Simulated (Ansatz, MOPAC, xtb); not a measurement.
The molecule HgO, multiplicity 3 (lowest of 2S+1 = 1, 3 at CCSD(T)/def2-TZVPP on PBE0 minima; our sources give no spin for the ground state, which may be another). No spin–orbit coupling.

Constants: fifth-degree fit in 1/R to seven points, most abundant isotopes. Runs in def2 and cc sets follow the lowest solution found near the PBE0 minimum.

The values were computed with Ansatz (Gaussian orbitals); MOPAC for AM1, PM6, PM7 (differences of heats of formation); xtb for the GFN methods. Each number belongs to the level named beside it. In def2 rows elements past Kr take small-core potentials, without spin–orbit coupling. The GFN methods have no spin term and hold the electronic entropy of 300 K.

```
level                                r_e (Å)  ω_e (cm⁻¹)  α_e (cm⁻¹)  ω_e x_e (cm⁻¹)  dipole (D)
-----------------------------------  -------  ----------  ----------  --------------  ----------
AM1                                    2.141         487      0.0017             4.5           -
PM6                                    2.288         293      0.0019             2.8           -
PM7                                    2.133         476      0.0024             6.5           -
GFN1-xTB                               2.168         234     0.00019            -1.1           -
GFN2-xTB                               2.270         240     0.00029            0.49           -
PBE/def2-TZVPP                         2.184         308      0.0039             4.9        1.93
r2SCAN/def2-TZVPP                      2.148         338      0.0040             5.8        1.90
B97M-V/def2-TZVPP                      2.208         284      0.0049             7.1        2.01
B3LYP/def2-TZVPP                       2.238         260      0.0050             6.3        1.96
PBE0/def2-TZVPP                        2.184         290      0.0051             7.4        1.97
BHLYP/def2-TZVPP                       2.298         164       0.012              15        1.70
CAM-B3LYP/def2-TZVPP                   2.171         308      0.0049             7.6        2.10
wB97X-V/def2-TZVPP                     2.149         334      0.0047             8.2        2.23
wB97M-V/def2-TZVPP                     2.162         319      0.0049             8.3        2.16
B2PLYP/def2-TZVPP                      2.207         263      0.0069              12           -
CCSD/def2-TZVPP                        2.269         140       0.029              69           -
CCSD/def2-QZVPP                        2.193         238       0.011              23           -
CCSD(T)/def2-TZVPP                     2.208         228       0.011              22           -
CCSD(T)/def2-QZVPP                     2.168         280      0.0075              15           -
CCSD(T)/CBS(def2-TZVPP, def2-QZVPP)    2.153         299      0.0064              12           -
```

Correlated levels freeze the inner cores; with def2 sets outer-core shells near the valence are correlated too. CBS: X⁻³ extrapolation of the correlation energy, Hartree–Fock from the larger set. The state that AM1, PM6, PM7 reach isn't checked; PM7 holds dispersion and hydrogen-bond terms.

Ansatz is a first-principles code.
